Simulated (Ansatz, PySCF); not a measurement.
Pair of molecules: HCl (SMILES Cl) (first 2 atoms) with CH2O (SMILES C=O); geometry from B3LYP-D3(BJ)/def2-TZVP, rigid monomers moved along the line of their centres of mass till H2···O4 is 2.60 Å.
(charge 0, multiplicity 1):
```xyz
6

Cl    -0.1523    -0.0562     0.4435
H      0.1496     0.4924     1.5878
C     -0.3105     0.1203     4.7335
O      0.3078     0.9645     4.1372
H     -0.3755     0.1297     5.8343
H     -0.8357    -0.6944     4.2056
```

Interaction energies are E(AB) − E(A) − E(B) at the monomers' geometry in the complex; basis-set methods are counterpoise corrected.

Correlated levels freeze the cores. CBS(a, b) extrapolates the correlation energy as X⁻³ and adds the Hartree–Fock energy of set b.

Codes used: Ansatz (a first-principles code); PySCF for the dispersion terms. Values without a source in brackets are computed.

PBE/def2-TZVPPD gives -3.05 kcal/mol for the interaction energy.

### Question
How do the other levels lie against it? Give each less PBE: PBE-D3(BJ)/def2-TZVPPD, r2SCAN/def2-TZVPPD, PBE0/def2-TZVPPD, wB97M-V/def2-TZVPPD, MP2/CBS(aug-cc-pV(D+d)Z, aug-cc-pV(T+d)Z), CCSD(T)/CBS(aug-cc-pV(D+d)Z, aug-cc-pV(T+d)Z).

### Answer
PBE-D3(BJ)/def2-TZVPPD -0.49; r2SCAN/def2-TZVPPD -0.10; PBE0/def2-TZVPPD 0.03; wB97M-V/def2-TZVPPD -0.20; MP2/CBS(aug-cc-pV(D+d)Z, aug-cc-pV(T+d)Z) -0.34; CCSD(T)/CBS(aug-cc-pV(D+d)Z, aug-cc-pV(T+d)Z) -0.24 kcal/mol. 1 of 6 lie above PBE; the widest gap is to PBE-D3(BJ)/def2-TZVPPD.
